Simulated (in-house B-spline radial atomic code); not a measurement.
RPA and G0W0 for Mg, [Ne] 3s2, as one setting changes: the radius of a hard wall (bohr). Start: Hartree-Fock. A dash marks a level of low quasi-particle weight. Computed with a B-spline radial code for spherical atoms: all electrons, non-relativistic, point nucleus, each spin shell either full or empty, empty states to l = 9 with an (l + 1/2)⁻⁴ tail; G0W0 by contour deformation at full frequency.

```tsv
radius of a hard wall (bohr)	mean-field level (eV)	G0W0 level (eV)	RPA correlation (Eh)
2	68.66	3s 65.89	-0.71028
2.5	29.044	3s 26.801	-0.67087
3	12.250	3s 10.311	-0.64772
3.5	4.107	3s 2.389	-0.63238
4	-0.245	3s -1.791	-0.62174
5	?	?	?
6	?	?	?
8	-6.686	3s -7.600	-0.59509
12	-6.882	3s -7.691	-0.59334
```

(1) What belongs in the row for 5?

(2) What belongs in the row for 6?

## Answers

(1) mean-field level (eV): -4.238; G0W0 level (eV): 3s -5.528; RPA correlation (Eh): -0.60846.

(2) mean-field level (eV): -5.769; G0W0 level (eV): 3s -6.884; RPA correlation (Eh): -0.60115.
